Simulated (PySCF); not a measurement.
Delta-SCF ions had no search for a lower state. Excitations are Tamm–Dancoff values on a coarser integration grid. The basis has no diffuse functions, so Rydberg states are missing or too high.

Z-matrix (Å, degrees):
```
C
C 1 1.4027
C 2 1.3901 1 121.66
H 2 1.0917 3 119.57 1 178.52
H 3 1.0925 2 119.70 4 -1.23
C 3 1.3927 5 120.23 2 -179.25
C 6 1.3915 3 119.41 5 179.18
H 7 1.0905 6 120.20 3 179.98
H 6 1.0919 7 119.99 8 -0.42
C 7 1.3944 8 119.19 6 179.81
C 1 1.4728 2 120.47 4 2.09
C 11 1.3375 1 125.00 2 27.04
H 12 1.0923 11 120.71 1 -179.19
H 11 1.0926 12 118.37 13 1.36
H 12 1.0938 13 116.93 11 178.81
C 10 1.5073 7 118.64 8 -0.39
F 16 1.3350 10 112.05 7 -2.39
F 16 1.3371 17 107.15 8 125.55
F 16 1.3425 17 106.81 18 114.17
```
Charge 0, spin multiplicity 1.

Predict the total energy, LUMO, S1 excitation (TDA), S1 oscillator strength and vertical electron affinity (Delta-SCF) from PySCF 2.14.0 with ωB97X-D3(BJ)/def2-TZVP // PBE0-D3(BJ)/def2-SVP.


| Quantity | Result |
|---|---|
| total energy | -647.1337 Ha |
| LUMO | 0.54 eV |
| S1 excitation (TDA) | 5.25 eV |
| S1 oscillator strength | 0.032 |
| vertical electron affinity (Delta-SCF) | -0.26 eV |
